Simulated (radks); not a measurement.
Numerical settings for neutral chromium, [Ar] 3d5 4s1. Calculated with a radial shooting solver on a logarithmic mesh with Libxc functionals: scalar-relativistic Kohn-Sham, LDA (Slater exchange, Perdew-Wang correlation), spin-polarised, spherical densities, point nucleus; open shells are filled with parallel spins first. The defaults (mesh step 0.008 in ln r, mesh end at 40 bohr or more with all orbitals vanishing there, Anderson mixing 0.5 over 9 steps, residual threshold near 1e-9 with the energy settled to 1e-9 hartree or 1e-11 of itself, here a cap of 76 iterations) give E = -1048.6684 hartree and 3d at -3.886 eV in 16 iterations. Run on one thread of a shared host, so times are rough (Arm Neoverse V1): 0.17 s of CPU time, 0.17 s wall, 16 iterations on 2669 mesh points. Changes against that run (0 stands for a change within the tolerance of the run):

| setting | iterations | converged | E (mhartree) | e(3d) (meV) | CPU (s) |
|---|---|---|---|---|---|
| mesh step in ln r 0.03 | 16 | yes | 0 | 0 | 0.06 |
| mesh step in ln r 0.012 | 16 | yes | 0 | 0 | 0.12 |
| mesh step in ln r 0.003 | 16 | yes | 0 | 0 | 0.43 |
| mesh end (bohr) 400 | 16 | yes | 0 | 0 | 0.17 |
| mesh end (bohr) 3 | 13 | level above zero | +1.2e+03 | +1.36e+04 | 0.11 |
| residual threshold 0.01 | 9 | yes | +0.000565 | +8.38 | 0.11 |
| residual threshold 1e-05 | 12 | yes | 0 | +0.0696 | 0.14 |
| mixing 0.05 | 21 | yes | 0 | 0 | 0.22 |
| linear mixing, mixing 1 | 76 | no | +6.72e+04 | +3.9e+03 | 1.8 |
| linear mixing, mixing 0.2 | 76 | no | 0 | 0 | 0.58 |
| mixing history 20 | 19 | yes | 0 | 0 | 0.19 |
| iteration cap 3 | 3 | no | +6.15 | +1.01e+03 | 0.04 |

Settled on a wrong energy, with an occupied level pushed above zero by the early mesh end: mesh end (bohr) 3 (+1.2 hartree). Apart from these: no run marked as converged misses the energy by more than 1 mhartree. A mesh that ends early acts as a hard wall.
